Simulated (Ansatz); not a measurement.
Reaction (formal exchange of groups at a Te–C bond): `[GeH3][O]C[TeH]` + `C[CH2][AlH2]` → `C[CH2][AlH][TeH]` + `C[O][GeH3]`

Program: Ansatz. Geometries: PBE0-D4/def2-TZVP. ΔE: electronic, gas phase. CCSD(T)/CBS adds triple-zeta CCSD(T) − MP2 to the extrapolated MP2 energy (def2 sets, frozen cores). DFT in def2-TZVPP. B3LYP here is the variant with VWN-RPA as its local correlation; programs differ in this. def2 core potentials past Kr. For Ge, Te outer-core shells are correlated without core-valence functions, which leaves a few kJ/mol of doubt a bond. Scalar relativity is left out up to krypton. One conformer a species, not always the lowest.

| level | ΔE (kcal/mol) |
| --- | --- |
| PBE-D4 | -39.8 |
| B3LYP-D4 | -39.3 |
| SCS-MP2/def2-TZVPP | -40.3 |
| HF/CBS(def2) | -41.9 |

Problem. What does CCSD(T)/CBS give? (An estimate is asked.)

Solution. Computed: -40.6 kcal/mol. The listed levels differ from it by 0.8, 1.3, 0.3, -1.3 kcal/mol.

Largest T1 diagnostic among the species: 0.012.

From PBE to PBE0 (25 % exact exchange), in def2-TZVPP and without D4, ΔE moves by −1.7 kcal/mol. In def2-TZVPP, CCSD(T) changes the Hartree–Fock value by +2.0 kcal/mol (the triples alone add +0.3 kcal/mol) and MP2 by +1.0 kcal/mol.
